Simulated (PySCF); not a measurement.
Stepwise substitution at one centre (Sn OCH3-H). Isolated molecules, 0 K electronic values unless said otherwise. One relaxed conformer stands for each flexible species; it need not be the lowest. Strings in code marks are SMILES.

The T1 excitation (TDA) from two functionals at the same geometries (B3LYP-D3(BJ)/def2-SVP), both in PySCF: PBE-D3(BJ)/def2-TZVP and M06-2X/def2-TZVP. Excitations are Tamm–Dancoff values on a coarser integration grid. The basis has no diffuse functions, so Rydberg states are missing or too high.

```json
[
 {"species": "1 of 4 OCH3 replaced by H (`C[O][SnH]([O]C)[O]C`)", "PBE-D3(BJ)/def2-TZVP (eV)": "3.96", "M06-2X/def2-TZVP (eV)": "5.44"},
 {"species": "2 of 4 OCH3 replaced by H (`C[O][SnH2][O]C` (C–O–Sn–O torsion 60°, O–Sn–O–C torsion 60°))", "PBE-D3(BJ)/def2-TZVP (eV)": "4.44", "M06-2X/def2-TZVP (eV)": "5.73"},
 {"species": "3 of 4 OCH3 replaced by H (`C[O][SnH3]`)", "PBE-D3(BJ)/def2-TZVP (eV)": "4.37", "M06-2X/def2-TZVP (eV)": "5.49"}
]
```

Over these rows, drawn at random from the members with no instability flagged (it was tested for open shells, ions and some series alone), PBE minus M06-2X: mean -1.30 eV, from -1.48 eV to -1.12 eV.
